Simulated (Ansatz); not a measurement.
Energy needed to pull apart GeH4 (SMILES [GeH4]), closed shell, into free ground-state atoms, from the structure below (displaced at random from a GFN2-xTB minimum); no zero-point or spin–orbit terms; open-shell atoms are treated unrestricted, in their ground-state multiplicity.

Ge1  (-0.022, -0.064, 0.004)
H2  (1.353, -0.831, 0.525)
H3  (-1.324, 0.296, 0.645)
H4  (-0.323, -0.496, -1.142)
H5  (0.414, 1.509, -0.421)
(Å)

Computed with Ansatz 0.2.0 (basis: def2-TZVPP); correlated methods freeze the cores. Filled d shells of the heavier atoms are correlated. The def2 sets are not built for correlating such inner shells, so the correlated values are less sure here.

```tsv
method	atomization energy (kJ/mol)
PBE-D4	1055
revPBE-D4	1041
r2SCAN-D4	1085
PBE0-D4	1055
CAM-B3LYP-D4	1090
wB97M-V	1076
HF	?
MP2	?
CCSD	1074
CCSD(T)	1081
```

**Question.** What does MP2 give? (Judge from chemistry; the value comes from the calculation.)

**Answer.** Computed: 1038 kJ/mol, which is about 43 kJ/mol less than CCSD(T)/def2-TZVPP.

**Question.** What does HF give? (Judge from chemistry; the value comes from the calculation.)

**Answer.** Computed: 771 kJ/mol, which is about 310 kJ/mol less than CCSD(T)/def2-TZVPP.

In triple zeta the MP2 and coupled-cluster atomization energies are still short of their basis limit by a few kcal/mol a bond, whereas those of the functionals are nearly converged, so these differences are not deviations from converged CCSD(T).

T1 diagnostic: at most 0.013.

For scale, one of the runs: CCSD(T)/def2-TZVPP forces, 104 basis functions (an equivalent command: `ansatz run in.yaml --threads 4`). The run took about 8 s on 4 CPU threads (shared host).
